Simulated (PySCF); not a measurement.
**A survey of ¹⁵N NMR shifts**

All values are calculated (PySCF 2.14): GIAO PBE0/pcSseg-1 shieldings, structure optimised with GFN2-xTB. One averaged value for each set of equivalent atoms, relativity neglected, a single conformation, isolated molecule.

Shieldings were converted by a linear fit to measured shifts: ¹⁵N (scatter 6.3 ppm rms vs CH3NO2, solution or neat liquid). A few per cent of atoms miss by over 2 rms, more outside the fitted compound classes.

Q: Give the ¹⁵N shifts of `CC1=C[C@@H]([SiH3])NC1`, `CN[C@H]1C=CC[SiH2]1`, `CC1=C[C@H](C)N[SiH2]1`, `C#CC[C@@H](C)N[SiH3]`, `C=C=CC[SiH2]NC`.

A: 
| compound | environment | δ (ppm) |
| --- | --- | --- |
| CC1=C[C@@H]([SiH3])NC1 | amine nitrogen | -348.3 |
| CN[C@H]1C=CC[SiH2]1 | amine nitrogen | -342.3 |
| CC1=C[C@H](C)N[SiH2]1 | nitrogen bonded to C, Si, H, in a 5-membered ring | -357.7 |
| C#CC[C@@H](C)N[SiH3] | nitrogen bonded to C, Si, H | -361.5 |
| C=C=CC[SiH2]NC | nitrogen bonded to C, Si, H | -384.3 |

Q: Match the shifts -118.7, -350.8, -386.9 ppm to `C=C1[SiH2][C@H]1N(C)C`, `C=C[SiH2][C@H](CCl)CC#N`, `F[C@@H]1C[C@H]([SiH3])[Si@@H](N[SiH3])C1`.

A: -118.7: C=C[SiH2][C@H](CCl)CC#N (nitrile nitrogen); -350.8: C=C1[SiH2][C@H]1N(C)C (amine nitrogen); -386.9: F[C@@H]1C[C@H]([SiH3])[Si@@H](N[SiH3])C1 (nitrogen bonded to 2 Si, H).
